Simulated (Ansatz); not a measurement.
Born–Oppenheimer molecular dynamics of AlBrClH$_{3}$ (6 atoms, charge 0, multiplicity 1). It starts at the highest image of a converged band, a first-order saddle point between two minima.

Theory: RKS B3LYP-D4/def2-SVP (Ansatz).

| Item | Value |
| --- | --- |
| ensemble | NVE (velocity Verlet) |
| time step | 0.5 fs |
| steps asked | 200 |
| starting velocities drawn for | 300 K |
| seed | 8845 |

First frame:

```xyz
6
Properties=species:S:1:pos:R:3
Al -0.078 -0.102 0.033
H -0.174 0.178 1.644
H 1.304 0.064 -0.690
Cl -1.913 0.115 -0.989
Br -0.052 -2.575 1.105
H -0.144 -1.181 1.767
```

Task: What does the run give?

Result: The run went to its last step.

* steps done: 200
* time covered: 100 fs
* mean temperature over the second half: 272 K
* spread of the potential energy over the second half: 3.0 meV per atom
* mean potential energy of the second half above the start: 2.4 meV per atom

The conserved energy stayed within 0.03 meV per atom of its start (net change 0.0085 meV per atom), so the integration is sound. A run of 0.1 ps of so small a system gives no equilibrium averages. The orbitals stay closed-shell, which can raise the energy where a bond breaks towards radicals; this wasn't checked here.

Task: What happens to the structure?

Result: The step under study would form Al1–Br5, H2–H6 and break Al1–H2, Br5–H6. These pairs go: Al1–Br5 2.70 → 3.19 Å, H2–H6 1.37 → 4.42 Å, Al1–H2 1.64 → 1.56 Å, Br5–H6 1.55 → 1.44 Å. In the last frame they stand as before the step (other bonds may differ from the relaxed reactants and products). It ends as AlClH2 + BrH. Pairs count as bonded within 1.25 times the sum of covalent radii (0.12 Å more for H–H). The details hang on the random start.

Task: How do temperature and energy run in time?

Result: 
| time (fs) | T (K) | potential energy less start (eV) | conserved less start (meV/atom) |
| --- | --- | --- | --- |
| 0.0 | 300 | 0.000 | 0.00 |
| 8.0 | 232 | 0.035 | 0.01 |
| 16.0 | 292 | 0.004 | 0.01 |
| 24.0 | 385 | -0.044 | 0.01 |
| 32.0 | 533 | -0.120 | 0.02 |
| 40.0 | 583 | -0.147 | 0.01 |
| 48.0 | 431 | -0.068 | 0.01 |
| 56.0 | 311 | -0.005 | 0.02 |
| 64.0 | 269 | 0.016 | 0.03 |
| 72.0 | 236 | 0.033 | 0.02 |
| 80.0 | 258 | 0.022 | 0.01 |
| 88.0 | 238 | 0.032 | 0.02 |
| 96.0 | 242 | 0.030 | 0.03 |

Time of the run: 10 min on 2 threads of Arm Neoverse N1, with other jobs on the host, peak memory 0.17 GiB.
